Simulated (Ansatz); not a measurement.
```yaml
crystal:
  periodic: [false, false, false]
  atoms:
    - {symbol: F, position_ang: [-0.581783, -2.152942, 0.436714]}
    - {symbol: B, position_ang: [-0.449470, -0.842460, -0.025589]}
    - {symbol: C, position_ang: [0.550822, 0.307791, 0.366984]}
    - {symbol: B, position_ang: [-0.394051, 0.444272, -0.761871]}
    - {symbol: Cl, position_ang: [-1.194331, 1.908423, -1.501848]}
    - {symbol: H, position_ang: [0.852666, 1.030684, 1.019010]}
    - {symbol: H, position_ang: [1.202873, -0.608913, 0.488945]}
basis:
  gaussian: {orbitals: def2-TZVPP}
hamiltonian: {xc: {name: wPBEh}}
scf: {lower_state_search: off}
output: {forces: true}
```

```sh
$ ansatz run in.yaml --threads 2 --pin off --events-out ev --progress --plain --max-ram 4352MiB
```

Output, abridged:

```
Functional definition: wPBEh
1117 factors; their error is unknown
86 factors; integrals over basis functions are off by at most 2.7e-7 eV
mean field evaluation 1: about -17647.1362 eV, gradient 6.0e1 eV
mean field evaluation 2: about -17639.5848 eV, gradient 7.5e1 eV
mean field evaluation 4: about -17655.1344 eV, gradient 6.3e0 eV
mean field evaluation 8: about -17655.2500 eV, gradient 3.4e-1 eV
mean field evaluation 16: about -17655.2502 eV, gradient 6.3e-3 eV
mean field -17655.25020892 eV, -648.8184780193 hartree, gradient 1.5e-6 eV, S^2 0.000000; 0 other end points of the search recorded, 0 dependent functions left out
reference -17655.25024817 eV, -648.8184794617 hartree; 22, 22 occupied and 172, 172 virtual orbitals, 1117 factors
Total energy: -17655.25024817 eV, -648.8184794617 hartree
Atom 0 at    -0.581783    -2.152942     0.436714 Å, force     0.348500     2.865880    -0.980635 eV/Å
Atom 1 at    -0.449470    -0.842460    -0.025589 Å, force    -0.581896    -4.964228     1.768804 eV/Å
Atom 2 at     0.550822     0.307791     0.366984 Å, force     0.014485    -2.165122    -1.000702 eV/Å
Atom 3 at    -0.394051     0.444272    -0.761871 Å, force    -1.127637     3.223974    -2.195259 eV/Å
Atom 4 at    -1.194331     1.908423    -1.501848 Å, force     0.831395    -1.443932     0.769657 eV/Å
Atom 5 at     0.852666     1.030684     1.019010 Å, force     0.975326     1.990844     1.681347 eV/Å
Atom 6 at     1.202873    -0.608913     0.488945 Å, force    -0.460172     0.492583    -0.043211 eV/Å
Dipole moment:     0.370253     0.002572     0.294585 e Å
Checks for a lower state left out: stability, starts, cluster_reference, orbital_swaps, neighbouring_geometries, increment
```

It took 3.9 s on 2 threads of an Arm Neoverse V1 on a shared host, with 0.41 GiB of host memory at the peak.
